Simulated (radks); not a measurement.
Species: Fe+. Configuration: [Ar] 3d6 4s1. All-electron calculation, Dirac Kohn-Sham, PBE, spin-unpolarised, spherical densities, finite nucleus; open shells fill j = l - 1/2 first; Fermi nuclear charge, rms radius 3.7377 fm. Program: a radial shooting solver on a logarithmic mesh with Libxc functionals.

Unscreened Slater integrals over Kohn-Sham orbitals (eV). Large and small components are both included.

integral           value
F0(4s1/2,4s1/2)   9.0564
F0(4s1/2,3d5/2)   11.374
G2(4s1/2,3d5/2)   1.5192
F0(4s1/2,3d3/2)   11.381
G2(4s1/2,3d3/2)   1.5038
F0(4s1/2,3p3/2)   11.686
G1(4s1/2,3p3/2)  0.68924
F0(3d5/2,3d5/2)   22.887
F2(3d5/2,3d5/2)   10.350
F4(3d5/2,3d5/2)   6.3946
F0(3d5/2,3d3/2)   22.946
F2(3d5/2,3d3/2)   10.377
G2(3d5/2,3d3/2)   10.370
G4(3d5/2,3d3/2)   6.4075
F0(3d5/2,3p3/2)   25.354
F2(3d5/2,3p3/2)   11.785
G1(3d5/2,3p3/2)   14.612
G3(3d5/2,3p3/2)   8.7975
F0(3d3/2,3d3/2)   23.005
F2(3d3/2,3d3/2)   10.405
F0(3d3/2,3p3/2)   25.426
F2(3d3/2,3p3/2)   11.824
G1(3d3/2,3p3/2)   14.655
G3(3d3/2,3p3/2)   8.8249
F0(3p3/2,3p3/2)   28.577
F2(3p3/2,3p3/2)   14.272
